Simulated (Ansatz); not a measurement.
Ideal-gas functions of BFH2Zn (`[BH2][Zn][F]`) at 500 K and 1 bar, from an Ansatz frequency run at PBE0-D4/def2-TZVP.

Molar mass 97.22 g/mol, point group C2v (symmetry number 2), electronic degeneracy 1, moments of inertia 2.094, 117.436, 119.53 u Å². Harmonic wavenumbers (cm⁻¹, unscaled): 139, 139, 498, 581, 670, 855, 1152, 2586, 2676.

Use S(trans) = R[1.5 ln M + 2.5 ln T − 1.1517]; rotational temperatures θ = 24.2544 K / I; S(rot) = R[ln(√π/σ · √(T³/θAθBθC)) + 1.5]; for each mode x = 1.438777 ν̃/T, S = R[x/(eˣ − 1) − ln(1 − e⁻ˣ)] and H = RT x/(eˣ − 1); 1 cm⁻¹ = 0.0119627 kJ/mol; R = 8.31446 J/(mol·K).

Problem. By hand: the entropy, in J/(mol·K).

Solution. Translation 176.7. Rotation: θ = 11.5828, 0.2065, 0.2029 K, giving 92.0. Vibration, mode by mode: 15.99, 15.99, 6.00, 4.95, 4.04, 2.65, 1.35, 0.04, 0.03, in all 51.0. Electronic 0.0. Sum 319.7 J/(mol·K).

Problem. By hand: H − E and G − E in kJ/mol, counted from the electronic energy.

Solution. Zero-point energy ½ × 9296 × 0.0119627 = 55.6; thermal vibration 13.1; translation, rotation and pV give 4 RT = 16.6. H − E = 85.3 kJ/mol, and G − E = 85.3 − 500 × 319.7/1000 = -74.5 kJ/mol.

Vibration gives 16 % of the entropy, 32.0 J/(mol·K) of it from the modes under 150 cm⁻¹: soft modes count most, and the harmonic formula is weakest for them.
